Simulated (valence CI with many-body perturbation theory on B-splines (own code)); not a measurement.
## A CI+MBPT run for Au XL

Calculated by valence CI with perturbative core correlation (CI+MBPT): four valence electrons over a frozen Dirac-Fock core [Kr], radial functions for each j: 6 s, 6 p, 5 d, 5 f, 1 g, with the one-electron correlation potential Σ1 (screened to all orders), the two-electron term Σ2, the three-electron term Σ3, Breit, model QED; selected single and double excitations, second order for the rest, scaled by the run's own slope (own B-spline code, finite nucleus).

Command, and the settings that its task file holds:

```sh
python run_cv.py task.json out
```

```
atom Au  Z=79  mass_number=197  rms_radius_fm=5.4371
core [Kr]
valence 4d4
avg = 1
basis = S
breit = 1
cap = 10000
capref = 1200
cscale = 1
de = 0.0
dress = 0
eps = 2e-08
extrap = 1
h = 0.27
hh = 1
l2 = 3
lcore = 6
maxit = 3
n2 = 5
natural = 1
nlev = 20
nno = [3, 3, 3, 3, 1]
nroot = 26
nsp = [3, 3, 2, 2, 0]
pt2 = 1
qed = 1
rpa = 1
s1 = 1
s2 = 1
s3 = 1
screen = 1
tol = 2e-05
whole = 1
```

It took 26 s on 1 thread of Intel(R) Xeon(R) 6975P-C (Granite Rapids) (shared host).

Log. The first blocks belong to the next ion, which gives the ionisation energy. Fields: 2J, parity (1 odd), roots, reference size, generating configurations, candidates as configurations/state functions, variational space P, stored matrix elements, Davidson steps; e2 is the range of second-order energies in hartree. The first line gives the box (bohr), its intervals, the orbitals and the steps of their self-consistent field. Window is the range of levels sought, series limit the energy at which the first omitted orbital would enter, core excitation an estimate of the first excitation out of the core, left out the lowest levels not solved, and shifts from estimates the range by which levels moved from their first estimate, all in cm⁻¹.

```
rmax 3.7 intervals 58 orbitals 40 references ['4d4', '4d3 4f', '4d2 4f2', '4d3 5s', '4d3 5p'] scf 4 t 0.9
2J=3 par=0 roots 2 ref 38 generators 4 cand 1144/2800 P 422/1000 nnz 0 it 0
2J=3 par=0 roots 2 ref 38 generators 9 cand 1380/3308 P 693/1731 nnz 0 it 3
   second order: generators 10 cand 1427/3344 e2 -0.00001 -0.00000
reference levels 697, estimated 33, window 608260 1/cm; series limit 7655543, core excitation 1421406
2J=0 par=0 roots 4 ref 26 generators 8 cand 2715/6257 P 1085/2094 nnz 0 it 3
2J=0 par=0 roots 4 ref 26 generators 10 cand 2507/5792 P 1386/2950 nnz 1.1e+06 it 3
   second order: generators 15 cand 3730/8322 e2 -0.00002 -0.00000
2J=2 par=0 roots 4 ref 44 generators 7 cand 3177/18956 P 728/3558 nnz 3e+06 it 3
2J=2 par=0 roots 4 ref 44 generators 10 cand 2947/17940 P 1139/5888 nnz 6.1e+06 it 3
   second order: generators 11 cand 3174/19217 e2 -0.00002 -0.00001
2J=8 par=0 roots 6 ref 85 generators 9 cand 3337/32383 P 485/3610 nnz 3.2e+06 it 3
2J=8 par=0 roots 6 ref 85 generators 11 cand 3197/31353 P 1166/8405 nnz 1.3e+07 it 3
   second order: generators 15 cand 3208/35089 e2 -0.00004 -0.00001
2J=4 par=0 roots 6 ref 78 generators 9 cand 3379/29049 P 517/3589 nnz 3e+06 it 3
2J=4 par=0 roots 6 ref 78 generators 11 cand 3216/28032 P 1246/8681 nnz 1.3e+07 it 3
   second order: generators 16 cand 3827/35314 e2 -0.00003 -0.00001
2J=6 par=0 roots 5 ref 77 generators 8 cand 3367/33131 P 442/3588 nnz 3.3e+06 it 3
2J=6 par=0 roots 5 ref 77 generators 10 cand 3235/32111 P 1102/8633 nnz 1.4e+07 it 3
   second order: generators 14 cand 3927/42409 e2 -0.00003 -0.00002
2J=10 par=0 roots 2 ref 63 generators 3 cand 2481/22962 P 526/3560 nnz 3.3e+06 it 3
2J=10 par=0 roots 2 ref 63 generators 7 cand 3031/26146 P 866/5557 nnz 6.9e+06 it 3
   second order: generators 9 cand 3383/32687 e2 -0.00003 -0.00003
2J=12 par=0 roots 2 ref 54 generators 2 cand 404/1447 P 738/3280 nnz 2.8e+06 it 3
2J=12 par=0 roots 2 ref 54 generators 7 cand 2611/19443 P 884/4158 nnz 3.8e+06 it 3
   second order: generators 11 cand 3805/31710 e2 -0.00002 -0.00002
left out: unestimated 964873, estimated 711732, shifts from estimates -62 to 0
operators 2.1
```

The Davidson iterations stopped at their limit. The settings are bad on purpose, so the numbers may not be properties of the ion.

No measured spectrum was set against this ion. As an estimate, large intervals hold to a few tenths of a per cent, small ones and those within an open d or f shell to about a per cent. Only levels of the ground parity were solved; by the run's estimate the other parity begins above the list, which can be wrong where configurations are misplaced.

- Valence energy: -284.7531 hartree
- Ionisation energy: 1846.4 eV (NIST: 1845 ± 4 eV (theoretical))
- Reference configurations for the orbitals: 4d4, 4d3 4f, 4d2 4f2, 4d3 5s, 4d3 5p
- Radial orbitals: 40
- Box radius: 3.733 bohr
- Largest variational space: 8681
- Lowest levels: (4d3/2^4) J=0 0, (4d3/2^3 4d5/2) J=1 176180, (4d3/2^3 4d5/2) J=4 220450, (4d3/2^3 4d5/2) J=2 225770, (4d3/2^3 4d5/2) J=3 237570, (4d3/2^2 4d5/2^2) J=0 [a] 383660, (4d3/2^2 4d5/2^2) J=2 [a] 386730, (4d3/2^2 4d5/2^2) J=4 [a] 395440, (4d3/2^2 4d5/2^2) J=3 [a] 399610, (4d3/2^2 4d5/2^2) J=5 416330, (4d3/2^2 4d5/2^2) J=1 428880, (4d3/2^2 4d5/2^2) J=6 428930, (4d3/2^2 4d5/2^2) J=3 [b] 441970, (4d3/2^2 4d5/2^2) J=4 [b] 444890 cm⁻¹

Levels are named by their leading jj configuration (3d3/2^4 stands for four electrons in 3d with j = 3/2), which in mixed levels can hold well under half, so a name can repeat and another be missing. Letters in brackets count levels of one name in rising energy.
